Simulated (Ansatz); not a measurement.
A short molecular-dynamics run on H7N2OSiY, SMILES `[NH2][Y]([NH2])[O][SiH3]`.

```yaml
crystal:
  periodic: [false, false, false]
  atoms:
    - {symbol: N, position_ang: [0.519772, 1.978593, 1.774957]}
    - {symbol: Y, position_ang: [-0.460635, 0.560439, 0.497885]}
    - {symbol: N, position_ang: [-2.605620, 0.550198, 0.454782]}
    - {symbol: O, position_ang: [0.630664, -0.757717, -0.662580]}
    - {symbol: Si, position_ang: [1.477309, -1.791454, -1.578733]}
    - {symbol: H, position_ang: [1.516630, 2.106462, 1.903187]}
    - {symbol: H, position_ang: [0.071477, 2.661155, 2.375607]}
    - {symbol: H, position_ang: [-3.224407, 1.155055, 0.982833]}
    - {symbol: H, position_ang: [-3.206831, -0.054042, -0.092963]}
    - {symbol: H, position_ang: [0.606045, -2.871488, -2.127781]}
    - {symbol: H, position_ang: [2.564293, -2.445546, -0.793006]}
    - {symbol: H, position_ang: [2.111293, -1.091655, -2.734188]}
basis:
  gaussian: {orbitals: def2-SVP}
hamiltonian: {xc: {name: BLYP}, dispersion: d4}
md: {timestep: 0.5 fs, n_steps: 20, ensemble: nvt_nose_hoover, temperature: 300, initial_velocities: maxwell_boltzmann, seed: 466}
```

```sh
$ ansatz run in.yaml --threads 4 --pin off --events-out ev --progress --plain --max-ram 11315MiB
```

| step | time (fs) | potential energy (eV) | kinetic (eV) | T (K) | conserved (eV) |
| --- | --- | --- | --- | --- | --- |
| 0 | 0.0 | -14057.4235 | 0.3878 | 300 | -14057.0357 |
| 1 | 0.5 | -14057.4177 | 0.3822 | 296 | -14057.0354 |
| 2 | 1.0 | -14057.3964 | 0.3615 | 280 | -14057.0348 |
| 3 | 1.5 | -14057.3685 | 0.3342 | 259 | -14057.0342 |
| 4 | 2.0 | -14057.3430 | 0.3091 | 239 | -14057.0339 |
| 5 | 2.5 | -14057.3250 | 0.2911 | 225 | -14057.0339 |
| 6 | 3.0 | -14057.3146 | 0.2806 | 217 | -14057.0341 |
| 7 | 3.5 | -14057.3093 | 0.2751 | 213 | -14057.0343 |
| 8 | 4.0 | -14057.3065 | 0.2722 | 211 | -14057.0343 |
| 9 | 4.5 | -14057.3044 | 0.2700 | 209 | -14057.0344 |
| 10 | 5.0 | -14057.3019 | 0.2675 | 207 | -14057.0345 |
| 11 | 5.5 | -14057.2981 | 0.2637 | 204 | -14057.0345 |
| 12 | 6.0 | -14057.2918 | 0.2574 | 199 | -14057.0346 |
| 13 | 6.5 | -14057.2829 | 0.2486 | 192 | -14057.0345 |
| 14 | 7.0 | -14057.2731 | 0.2391 | 185 | -14057.0342 |
| 15 | 7.5 | -14057.2662 | 0.2325 | 180 | -14057.0340 |
| 16 | 8.0 | -14057.2662 | 0.2326 | 180 | -14057.0340 |
| 17 | 8.5 | -14057.2737 | 0.2398 | 185 | -14057.0343 |
| 18 | 9.0 | -14057.2838 | 0.2494 | 193 | -14057.0348 |
| 19 | 9.5 | -14057.2882 | 0.2534 | 196 | -14057.0353 |
| 20 | 10.0 | -14057.2799 | 0.2450 | 190 | -14057.0354 |

Velocities are drawn at the set temperature; a run this short doesn't reach equilibrium.

Frames (Å, forces in eV/Å):

```xyz
12
time=0.0 fs
N     0.520    1.979    1.775   -0.288   -0.421   -0.377
Y    -0.461    0.560    0.498   -0.049    0.061    0.052
N    -2.606    0.550    0.455    0.634    0.002    0.014
O     0.631   -0.758   -0.663   -0.587    0.719    0.639
Si    1.477   -1.791   -1.579    0.640   -0.774   -0.689
H     1.517    2.106    1.903    0.728    0.134    0.130
H     0.071    2.661    2.376   -0.290    0.522    0.460
H    -3.224    1.155    0.983   -0.497    0.428    0.372
H    -3.207   -0.054   -0.093   -0.488   -0.423   -0.385
H     0.606   -2.871   -2.128   -0.139   -0.214   -0.115
H     2.564   -2.446   -0.793    0.209   -0.138    0.123
H     2.111   -1.092   -2.734    0.128    0.105   -0.224
12
time=0.5 fs
N     0.518    1.977    1.776    0.199   -0.147   -0.144
Y    -0.460    0.560    0.497   -0.110    0.082    0.072
N    -2.608    0.553    0.456    1.105   -0.146   -0.114
O     0.630   -0.759   -0.661   -0.542    0.699    0.634
Si    1.479   -1.791   -1.578    0.512   -0.610   -0.998
H     1.531    2.109    1.897    0.102    0.059    0.063
H     0.074    2.674    2.375   -0.145    0.321    0.288
H    -3.223    1.140    0.987   -0.791    0.735    0.654
H    -3.204   -0.048   -0.091   -0.623   -0.589   -0.540
H     0.600   -2.867   -2.129   -0.109   -0.197   -0.105
H     2.555   -2.450   -0.799    0.346   -0.187    0.198
H     2.104   -1.081   -2.752    0.056   -0.021   -0.008
12
time=1.0 fs
N     0.517    1.976    1.777    0.629    0.155    0.095
Y    -0.460    0.560    0.497   -0.171    0.105    0.094
N    -2.611    0.555    0.457    1.436   -0.273   -0.237
O     0.629   -0.760   -0.660   -0.489    0.670    0.620
Si    1.481   -1.791   -1.577    0.373   -0.455   -1.287
H     1.545    2.111    1.891   -0.478   -0.012    0.011
H     0.076    2.687    2.376    0.012    0.089    0.096
H    -3.224    1.127    0.993   -1.009    0.952    0.870
H    -3.203   -0.043   -0.091   -0.696   -0.686   -0.635
H     0.594   -2.863   -2.130   -0.073   -0.174   -0.091
H     2.546   -2.455   -0.804    0.473   -0.232    0.267
H     2.097   -1.070   -2.769   -0.007   -0.140    0.198
12
time=1.5 fs
N     0.515    1.975    1.777    0.971    0.453    0.314
Y    -0.460    0.560    0.496   -0.231    0.132    0.117
N    -2.613    0.558    0.458    1.568   -0.356   -0.328
O     0.628   -0.761   -0.658   -0.430    0.633    0.598
Si    1.483   -1.791   -1.576    0.228   -0.318   -1.544
H     1.558    2.114    1.884   -0.963   -0.074   -0.024
H     0.078    2.700    2.377    0.162   -0.149   -0.094
H    -3.227    1.116    1.001   -1.105    1.041    0.976
H    -3.204   -0.040   -0.091   -0.694   -0.699   -0.653
H     0.588   -2.860   -2.131   -0.032   -0.145   -0.073
H     2.538   -2.460   -0.809    0.583   -0.269    0.324
H     2.089   -1.060   -2.786   -0.057   -0.248    0.387
12
time=2.0 fs
N     0.514    1.974    1.778    1.216    0.721    0.496
Y    -0.459    0.559    0.495   -0.291    0.161    0.144
N    -2.615    0.560    0.460    1.478   -0.384   -0.362
O     0.627   -0.762   -0.656   -0.364    0.588    0.568
Si    1.484   -1.790   -1.575    0.087   -0.203   -1.762
H     1.569    2.116    1.878   -1.329   -0.124   -0.043
H     0.080    2.713    2.377    0.288   -0.370   -0.263
H    -3.233    1.108    1.011   -1.056    0.988    0.947
H    -3.206   -0.038   -0.094   -0.618   -0.625   -0.592
H     0.581   -2.856   -2.133    0.012   -0.113   -0.054
H     2.532   -2.467   -0.813    0.669   -0.295    0.366
H     2.082   -1.050   -2.802   -0.095   -0.344    0.555
12
time=2.5 fs
N     0.513    1.973    1.779    1.369    0.941    0.630
Y    -0.459    0.559    0.495   -0.350    0.193    0.173
N    -2.617    0.563    0.461    1.187   -0.359   -0.334
O     0.626   -0.762   -0.655   -0.292    0.536    0.532
Si    1.486   -1.790   -1.574   -0.044   -0.115   -1.932
H     1.576    2.118    1.872   -1.569   -0.161   -0.049
H     0.084    2.725    2.377    0.383   -0.556   -0.398
H    -3.242    1.102    1.023   -0.869    0.809    0.785
H    -3.210   -0.038   -0.098   -0.479   -0.479   -0.462
H     0.575   -2.853   -2.135    0.058   -0.079   -0.032
H     2.527   -2.473   -0.816    0.727   -0.305    0.389
H     2.074   -1.041   -2.817   -0.119   -0.425    0.698
12
time=3.0 fs
N     0.512    1.972    1.780    1.432    1.099    0.711
Y    -0.459    0.559    0.494   -0.407    0.228    0.205
N    -2.618    0.565    0.462    0.751   -0.300   -0.252
O     0.625   -0.763   -0.653   -0.216    0.478    0.490
Si    1.488   -1.790   -1.574   -0.159   -0.055   -2.052
H     1.580    2.120    1.865   -1.684   -0.185   -0.044
H     0.088    2.736    2.376    0.439   -0.696   -0.492
H    -3.252    1.098    1.038   -0.580    0.547    0.521
H    -3.215   -0.039   -0.103   -0.300   -0.285   -0.284
H     0.569   -2.851   -2.137    0.104   -0.046   -0.010
H     2.524   -2.481   -0.818    0.751   -0.296    0.391
H     2.066   -1.033   -2.830   -0.132   -0.490    0.817
12
time=3.5 fs
N     0.511    1.972    1.781    1.412    1.189    0.737
Y    -0.459    0.558    0.494   -0.464    0.265    0.240
N    -2.619    0.567    0.463    0.243   -0.228   -0.137
O     0.624   -0.764   -0.651   -0.137    0.415    0.444
Si    1.490   -1.790   -1.574   -0.253   -0.023   -2.120
H     1.580    2.121    1.858   -1.675   -0.197   -0.032
H     0.093    2.745    2.373    0.456   -0.781   -0.541
H    -3.264    1.096    1.053   -0.238    0.251    0.201
H    -3.220   -0.041   -0.109   -0.103   -0.068   -0.083
H     0.563   -2.848   -2.138    0.149   -0.015    0.012
H     2.523   -2.489   -0.820    0.742   -0.267    0.370
H     2.058   -1.027   -2.841   -0.132   -0.540    0.910
12
time=4.0 fs
N     0.511    1.972    1.783    1.307    1.205    0.710
Y    -0.458    0.558    0.493   -0.520    0.304    0.278
N    -2.621    0.569    0.464   -0.264   -0.160   -0.011
O     0.622   -0.764   -0.649   -0.055    0.348    0.393
Si    1.492   -1.790   -1.574   -0.325   -0.019   -2.137
H     1.576    2.121    1.852   -1.543   -0.195   -0.015
H     0.099    2.753    2.370    0.434   -0.808   -0.543
H    -3.276    1.094    1.070    0.109   -0.036   -0.130
H    -3.226   -0.043   -0.115    0.088    0.143    0.117
H     0.557   -2.846   -2.140    0.191    0.013    0.033
H     2.524   -2.498   -0.820    0.702   -0.220    0.329
H     2.050   -1.021   -2.849   -0.122   -0.575    0.977
12
time=4.5 fs
N     0.511    1.971    1.784    1.117    1.145    0.631
Y    -0.458    0.558    0.492   -0.574    0.344    0.317
N    -2.622    0.571    0.464   -0.718   -0.107    0.109
O     0.621   -0.765   -0.647    0.027    0.278    0.339
Si    1.493   -1.790   -1.574   -0.376   -0.040   -2.108
H     1.568    2.122    1.845   -1.288   -0.180    0.006
H     0.106    2.758    2.365    0.373   -0.773   -0.498
H    -3.288    1.091    1.085    0.422   -0.283   -0.434
H    -3.232   -0.044   -0.120    0.257    0.331    0.297
H     0.552   -2.843   -2.142    0.228    0.036    0.052
H     2.526   -2.508   -0.819    0.634   -0.155    0.269
H     2.041   -1.017   -2.856   -0.103   -0.595    1.020
12
time=5.0 fs
N     0.511    1.971    1.785    0.839    1.007    0.506
Y    -0.458    0.558    0.492   -0.628    0.385    0.358
N    -2.624    0.574    0.465   -1.082   -0.072    0.213
O     0.620   -0.765   -0.644    0.111    0.207    0.283
Si    1.495   -1.789   -1.574   -0.409   -0.081   -2.035
H     1.557    2.121    1.838   -0.911   -0.152    0.027
H     0.114    2.762    2.359    0.276   -0.676   -0.409
H    -3.300    1.089    1.100    0.681   -0.475   -0.688
H    -3.237   -0.045   -0.125    0.392    0.480    0.442
H     0.547   -2.840   -2.144    0.261    0.053    0.070
H     2.530   -2.517   -0.818    0.544   -0.076    0.196
H     2.032   -1.015   -2.860   -0.075   -0.599    1.038
12
time=5.5 fs
N     0.511    1.972    1.787    0.479    0.795    0.341
Y    -0.458    0.557    0.491   -0.681    0.426    0.400
N    -2.625    0.576    0.466   -1.338   -0.052    0.296
O     0.619   -0.766   -0.642    0.193    0.135    0.225
Si    1.497   -1.789   -1.575   -0.429   -0.139   -1.923
H     1.544    2.121    1.832   -0.420   -0.110    0.046
H     0.123    2.763    2.352    0.148   -0.519   -0.280
H    -3.309    1.085    1.113    0.874   -0.604   -0.878
H    -3.241   -0.045   -0.129    0.486    0.582    0.543
H     0.543   -2.837   -2.145    0.288    0.063    0.085
H     2.535   -2.527   -0.817    0.438    0.012    0.113
H     2.022   -1.014   -2.862   -0.039   -0.589    1.031
12
time=6.0 fs
N     0.511    1.972    1.789    0.053    0.519    0.146
Y    -0.458    0.557    0.491   -0.733    0.466    0.442
N    -2.627    0.578    0.467   -1.479   -0.043    0.359
O     0.618   -0.766   -0.640    0.274    0.063    0.166
Si    1.499   -1.789   -1.575   -0.440   -0.209   -1.777
H     1.530    2.120    1.825    0.159   -0.057    0.060
H     0.132    2.764    2.344   -0.004   -0.311   -0.117
H    -3.317    1.079    1.124    0.996   -0.671   -0.998
H    -3.244   -0.043   -0.132    0.536    0.635    0.597
H     0.540   -2.834   -2.146    0.308    0.066    0.097
H     2.541   -2.537   -0.815    0.323    0.105    0.026
H     2.013   -1.014   -2.861    0.006   -0.563    0.999
12
time=6.5 fs
N     0.512    1.972    1.790   -0.401    0.200   -0.063
Y    -0.457    0.557    0.490   -0.784    0.505    0.483
N    -2.629    0.580    0.469   -1.501   -0.042    0.399
O     0.617   -0.766   -0.638    0.352   -0.008    0.107
Si    1.500   -1.789   -1.576   -0.448   -0.289   -1.600
H     1.516    2.119    1.819    0.778    0.001    0.067
H     0.142    2.764    2.336   -0.169   -0.064    0.068
H    -3.322    1.072    1.133    1.046   -0.680   -1.047
H    -3.245   -0.040   -0.133    0.541    0.636    0.601
H     0.537   -2.831   -2.147    0.321    0.062    0.105
H     2.548   -2.547   -0.813    0.206    0.199   -0.061
H     2.004   -1.015   -2.857    0.058   -0.522    0.940
12
time=7.0 fs
N     0.512    1.973    1.792   -0.820   -0.131   -0.269
Y    -0.457    0.557    0.489   -0.835    0.543    0.523
N    -2.632    0.582    0.470   -1.406   -0.045    0.417
O     0.616   -0.767   -0.636    0.428   -0.078    0.048
Si    1.502   -1.789   -1.577   -0.457   -0.374   -1.396
H     1.504    2.118    1.812    1.360    0.056    0.066
H     0.150    2.764    2.328   -0.332    0.199    0.257
H    -3.324    1.063    1.139    1.024   -0.632   -1.021
H    -3.246   -0.035   -0.132    0.501    0.586    0.554
H     0.536   -2.828   -2.148    0.326    0.051    0.110
H     2.556   -2.556   -0.811    0.092    0.289   -0.143
H     1.994   -1.018   -2.852    0.118   -0.464    0.855
12
time=7.5 fs
N     0.512    1.973    1.794   -1.130   -0.433   -0.450
Y    -0.457    0.556    0.489   -0.884    0.579    0.560
N    -2.634    0.584    0.471   -1.195   -0.052    0.409
O     0.615   -0.767   -0.633    0.500   -0.146   -0.009
Si    1.503   -1.789   -1.578   -0.471   -0.463   -1.168
H     1.495    2.117    1.806    1.813    0.096    0.057
H     0.158    2.764    2.321   -0.476    0.447    0.431
H    -3.324    1.053    1.143    0.929   -0.531   -0.919
H    -3.245   -0.029   -0.131    0.418    0.487    0.456
H     0.535   -2.825   -2.149    0.324    0.033    0.111
H     2.563   -2.565   -0.810   -0.015    0.372   -0.219
H     1.985   -1.022   -2.844    0.185   -0.389    0.741
12
time=8.0 fs
N     0.512    1.974    1.795   -1.258   -0.659   -0.588
Y    -0.457    0.556    0.488   -0.932    0.612    0.596
N    -2.637    0.586    0.472   -0.871   -0.064    0.369
O     0.614   -0.768   -0.631    0.568   -0.212   -0.066
Si    1.505   -1.789   -1.579   -0.492   -0.555   -0.916
H     1.491    2.117    1.800    2.047    0.112    0.044
H     0.165    2.765    2.315   -0.582    0.646    0.567
H    -3.322    1.042    1.144    0.762   -0.381   -0.739
H    -3.243   -0.022   -0.128    0.296    0.344    0.313
H     0.534   -2.821   -2.149    0.314    0.008    0.107
H     2.571   -2.572   -0.809   -0.111    0.446   -0.285
H     1.977   -1.027   -2.835    0.260   -0.297    0.599
12
time=8.5 fs
N     0.512    1.974    1.797   -1.172   -0.772   -0.668
Y    -0.457    0.556    0.488   -0.978    0.643    0.628
N    -2.640    0.588    0.474   -0.444   -0.085    0.292
O     0.613   -0.768   -0.629    0.632   -0.275   -0.121
Si    1.506   -1.789   -1.580   -0.522   -0.648   -0.646
H     1.492    2.116    1.795    2.012    0.098    0.033
H     0.171    2.768    2.310   -0.636    0.762    0.643
H    -3.318    1.030    1.144    0.523   -0.186   -0.483
H    -3.240   -0.013   -0.125    0.142    0.165    0.131
H     0.535   -2.818   -2.149    0.297   -0.023    0.100
H     2.578   -2.579   -0.809   -0.195    0.510   -0.340
H     1.969   -1.033   -2.824    0.341   -0.188    0.430
12
time=9.0 fs
N     0.511    1.974    1.798   -0.886   -0.754   -0.684
Y    -0.457    0.556    0.487   -1.021    0.671    0.657
N    -2.643    0.591    0.475    0.065   -0.117    0.175
O     0.612   -0.768   -0.627    0.690   -0.334   -0.175
Si    1.508   -1.789   -1.582   -0.562   -0.741   -0.360
H     1.497    2.116    1.789    1.718    0.057    0.031
H     0.174    2.773    2.307   -0.630    0.776    0.650
H    -3.313    1.017    1.142    0.223    0.043   -0.159
H    -3.237   -0.005   -0.121   -0.033   -0.037   -0.078
H     0.536   -2.814   -2.149    0.272   -0.059    0.089
H     2.585   -2.584   -0.810   -0.264    0.560   -0.383
H     1.962   -1.039   -2.812    0.428   -0.064    0.236
12
time=9.5 fs
N     0.511    1.974    1.799   -0.463   -0.611   -0.641
Y    -0.457    0.556    0.487   -1.061    0.697    0.684
N    -2.646    0.593    0.477    0.618   -0.162    0.017
O     0.612   -0.769   -0.624    0.745   -0.391   -0.225
Si    1.509   -1.789   -1.583   -0.611   -0.830   -0.064
H     1.507    2.116    1.783    1.229   -0.002    0.040
H     0.177    2.779    2.305   -0.567    0.682    0.587
H    -3.307    1.004    1.140   -0.120    0.290    0.213
H    -3.234    0.004   -0.117   -0.213   -0.243   -0.295
H     0.538   -2.811   -2.148    0.243   -0.100    0.074
H     2.592   -2.588   -0.811   -0.317    0.598   -0.413
H     1.956   -1.045   -2.800    0.517    0.071    0.023
12
time=10.0 fs
N     0.510    1.974    1.800    0.017   -0.368   -0.551
Y    -0.457    0.556    0.487   -1.097    0.720    0.707
N    -2.649    0.595    0.478    1.160   -0.218   -0.166
O     0.611   -0.770   -0.622    0.793   -0.443   -0.274
Si    1.510   -1.789   -1.584   -0.666   -0.912    0.231
H     1.519    2.116    1.777    0.637   -0.065    0.061
H     0.178    2.787    2.305   -0.457    0.495    0.466
H    -3.302    0.992    1.139   -0.468    0.528    0.594
H    -3.232    0.012   -0.114   -0.377   -0.429   -0.495
H     0.540   -2.808   -2.147    0.208   -0.143    0.056
H     2.597   -2.591   -0.814   -0.355    0.622   -0.430
H     1.951   -1.051   -2.788    0.606    0.214   -0.201
```

Hardware: 4 threads of an AMD EPYC 9R45 on a shared host. Wall time 14 s, peak host memory 0.5 GiB.
